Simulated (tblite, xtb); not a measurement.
hydrogen bromide (HBr), singlet, at a GFN2-xTB geometry. Base run: GFN1-xTB (xtb).

Here is a job for xtb.
```
$ xtb mol.xyz --gfn 1 --json

# file mol.xyz
2

Br    -0.00000000    -0.00000000    -0.03893503
H      0.00000000     0.00000000     1.36272591
```

Programs used: tblite, xtb; a row that names a program was run with it.

The base run was repeated with changes; each row names its change, and settings that it needs were set with it.

| change | ΔE vs base (kcal/mol) | HOMO-LUMO gap (eV) | dipole (D) | SCF cycles |
|---|---|---|---|---|
| base | 0.000 | 6.52 | 1.36 | 6 |
| program = tblite; method = gfn1; option = (--alpb, water) | -0.87 | - | - | - |
| etemp = 3000 | 0.000 | 6.52 | 1.36 | 6 |
| etemp = 5000 | -0.029 | 6.52 | 1.36 | 6 |
| program = tblite; method = gfn1; option = (--efield, 0,0,0.1) | -0.70 | - | - | - |
| etemp = 10000 | -2.77 | 6.53 | 1.36 | 7 |
| acc = 0.1 | 0.000 | 6.52 | 1.36 | 7 |

ALPB and GBSA are two models with their own fitted parameters for each solvent, which aren't always the measured dielectric constant.
